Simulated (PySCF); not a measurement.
Problem. What does the PBE0-D3(BJ)/def2-SVP structure of `S=C(C#N)[C@@](C=C)(C#C)CC` look like in three dimensions?

Solution. 
```
atom  x, y, z in Å
C1    -1.030    1.591    2.488
C2    -0.610    0.974    1.535
C3    -0.106    0.200    0.392
C4    -0.934    0.531   -0.838
C5    -1.305   -0.334   -1.780
C6     1.383    0.565    0.159
C7     2.021   -0.033   -1.082
C8    -0.307   -1.258    0.835
S9     0.862   -2.309    1.240
C10   -1.676   -1.682    0.964
N11   -2.765   -2.061    1.088
H12   -1.404    2.142    3.331
H13   -1.193    1.590   -0.931
H14   -1.876   -0.002   -2.649
H15   -1.065   -1.400   -1.727
H16    1.937    0.261    1.061
H17    1.430    1.664    0.116
H18    1.528    0.314   -2.001
H19    1.985   -1.131   -1.071
H20    3.079    0.262   -1.132
```

Orientation and origin are arbitrary. Atoms count from 1 in this order. Of the pairs four or more bonds apart, C5···C10 is among the closest relative to their van der Waals radii: 3.08 Å, 91 % of the sum of Bondi's values. The 8 C–C bonds span 1.211 Å (C1≡C2, drawn triple) to 1.550 Å (C3–C6, drawn single), a spread of 0.339 Å.

Bonds between heavy atoms (Å): C1≡C2 1.211, C2–C3 1.470, C3–C4 1.519, C4=C5 1.331, C3–C6 1.550, C6–C7 1.518, C3–C8 1.538, C8=S9 1.623, C8–C10 1.439, C10≡N11 1.160.

Computed, not measured: PySCF, PBE0-D3(BJ)/def2-SVP geometry optimisation, gas phase.

Point group: C1 (no symmetry element, even within 0.4 Å). No PBE0-D3(BJ)/def2-SVP frequencies stand behind this structure, so it isn't proved a minimum. One conformer, not necessarily the lowest (C2–C3–C4–C5 -142°, C2–C3–C6–C7 -174°, C2–C3–C8–S9 -109°).
